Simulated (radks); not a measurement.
Problem. Species: Ca7+. Configuration: [Ne] 3s2 3p1. Method: Dirac Kohn-Sham, PBE, spin-unpolarised, spherical densities, point nucleus; open shells are shared between the two j in proportion to 2j + 1; computed with a radial shooting solver on a logarithmic mesh with Libxc functionals.

Spin-orbit splittings of the eigenvalues, e(l+1/2) - e(l-1/2), with zeta = 2 splitting/(2l+1) and mean radii in bohr:

shell  occ.  splitting (eV)  zeta (eV)  <r> j=l-1/2  <r> j=l+1/2
2p        6           3.755      2.503       0.3229       0.3254
3p        1          0.5882     0.3921        1.048        1.052
3d        0               ?          ?        1.058        1.059

Estimate the 3d splitting.

Solution. 0.06992 eV (zeta = 0.02797 eV).
